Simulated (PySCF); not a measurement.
Species: SnFMe3, C3H9FSn.
Bonds: Sn1–F2, Sn1–C3, Sn1–C7, Sn1–C11. Hydrogens: H4, H5, H6 on C3; H8, H9, H10 on C7; H12, H13, H14 on C11.

Method used: PBE0-D3(BJ)/def2-SVP geometry optimisation, gas phase, def2 core potentials past Kr in PySCF.

Q: How far are the bound atoms from Sn1?

A: 4 atoms: F2 1.958 Å, C7 2.141 Å, C11 2.141 Å, C3 2.141 Å. The nearest atom not counted as bound is H4, at 2.72 Å (others tie with it).

Q: List the angles at Sn1.

A: 
```csv
angle,degrees,distance of the outer atoms (Å)
C3–Sn1–C11,114.1,3.59
C7–Sn1–C11,113.9,3.59
C3–Sn1–C7,113.8,3.59
F2–Sn1–C7,104.7,3.25
F2–Sn1–C11,104.5,3.24
F2–Sn1–C3,104.4,3.24
```

Q: What is the shape at Sn1?

A: Distorted tetrahedral: angles from 104.4° to 114.1°; τ4 = (360° − α − β)/141° = 0.94 with α and β the two widest (0 for a square, 1 for a tetrahedron).

Q: What are the other bond lengths?

A: C3–H4 and 8 like bonds 1.099 Å.

Point group: near C3v, missed by 0.13 Å at most; the miss may be what the optimiser left on a soft mode (Cs holds within 0.08 Å). Charge 0, singlet. No PBE0-D3(BJ)/def2-SVP frequencies stand behind this structure, so it isn't proved a minimum.
